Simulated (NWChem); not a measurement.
Species: CH6GeTe; SMILES C[Te][GeH3]

```xyz
9

Te     0.3316     0.9075     0.0000
C     -1.8197     1.3082     0.0000
H     -1.9343     2.4079     0.0000
H     -2.2792     0.8835     0.9104
H     -2.2792     0.8835    -0.9104
Ge     0.0092    -1.6477     0.0000
H      1.4207    -2.2859     0.0000
H     -0.7739    -2.1004     1.2623
H     -0.7739    -2.1004    -1.2623
```
Atoms are numbered in this order, from 1.

Results from NWChem. Medium grid unless said otherwise, to which SCAN and Minnesota functionals are sensitive. The geometry was optimised at PBE-D3(BJ)/def2-SVP. Not confirmed as a minimum by frequencies. def2 effective core potentials on Te; no spin-orbit coupling.

For level MPW1K/def2-SVP:

* **highest occupied level (eV)**: -6.78
* **orbital gap (eV)**: 6.60

Estimate the same quantities for level r2SCAN/def2-SVP.


| Item | Result |
|---|---|
| highest occupied level (eV) | -5.20 |
| orbital gap (eV) | 3.82 |
